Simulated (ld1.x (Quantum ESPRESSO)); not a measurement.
# Before and after: PAW potential for O (Z = 8)

- Element: oxygen
- Generator: ld1.x (Quantum ESPRESSO) 7.5
- Type: PAW
- Functional: LDA (PZ)
- Relativity: scalar-relativistic
- Frozen core: [He]
- Valence charge: 6
- Reference configuration: 2s1 2p5
- Partial waves: 2s (bound): rcut 0.60, rcutus 0.75 bohr; 2s channel at -0.95 Ry: rcut 0.60, rcutus 0.75 bohr; 2p (bound): rcut 1.00, rcutus 1.15 bohr; 2p channel at 0.05 Ry: rcut 1.00, rcutus 1.15 bohr; 3d channel at 0.35 Ry: rcut 0.95, rcutus 1.15 bohr; 3d channel at 2.4 Ry: rcut 0.95, rcutus 1.15 bohr
- Local potential: all-electron potential smoothed inside 0.70 bohr (lloc = -2)
- Core correction: Bessel-smoothed model core, default radius (core density twice the valence density)
- Augmentation charge: PSQ, radius 0.60 bohr

All-electron outer shells of the reference configuration (LDA (PZ), scalar-relativistic, ld1.x):

```csv
shell,level (eV),outermost node (bohr),outermost maximum (bohr)
1s,-511.50,–,0.13
2s,-24.21,0.28,0.88
2p,-9.60,–,0.82
```

Change: waves 2p (bound): rcut 1.00, rcutus 1.48 bohr; 2p channel at 0.05 Ry: rcut 1.00, rcutus 1.48 bohr.

Cutoffs: the cutoffs (Ry, on a coarse ladder) from which the occupation-weighted sum of valence levels, in a spherical-Bessel basis at the reference potential, stays within 10 and 1 mRy of its value at 400 Ry; they do not see the model core or the augmentation charge, which bear on the density cutoff. Errors are all-electron minus pseudo energies relative to the spin-unpolarised reference configuration.

**Question.** How do hardness, ghosts and transferability respond?

**Answer.** The potential gets softer (55 Ry and 100 Ry → 50 Ry and 70 Ry); of the 9 tests that both files solve, the error grows in 0 and shrinks in 3 by more than 15 % and 0.3 meV (median size 1.2 → 1.0 meV); neither file shows a bound ghost. A larger radius leaves more room for a smooth pseudo-wave, so fewer plane waves are needed. That the errors move this way runs against the usual rule that smaller radii transfer better.

```csv
quantity,base,changed
"cutoff, loose",55 Ry,50 Ry
"cutoff, tight",100 Ry,70 Ry
loose cutoff by channel (10 mRy a level),"s 45 Ry, p 45 Ry","s 45 Ry, p 30 Ry"
bound ghosts,none,none
"error for 2s2 2p4, meV [ΔE -14.58 eV]",0.0,+0.1
"error for 2s2 2p3, meV [ΔE 2.00 eV]",-1.6,-0.9
"error for 2s2 2p2, meV [ΔE 35.71 eV]",-9.3,-3.8
"error for 2s2 2p4.3, meV [ΔE -16.76 eV]",+0.2,+0.3
"error for 2s0 2p6, meV [ΔE 14.64 eV]",-1.1,-1.0
"error for 2s2 2p1, meV [ΔE 89.67 eV]",-24,-10
"error for 2s2 2p3.5, meV [ΔE -8.22 eV]",-0.5,-0.3
"error for 2s1 2p5 (spin-polarised), meV [ΔE -1.56 eV]",-1.2,-1.1
"error for 2s2 2p4 (spin-polarised), meV [ΔE -15.99 eV]",-1.2,-1.2
lowest overlap eigenvalue by channel,"s 0.56, p 0.94, d 0.25","s 0.56, p 0.96, d 0.25"
```
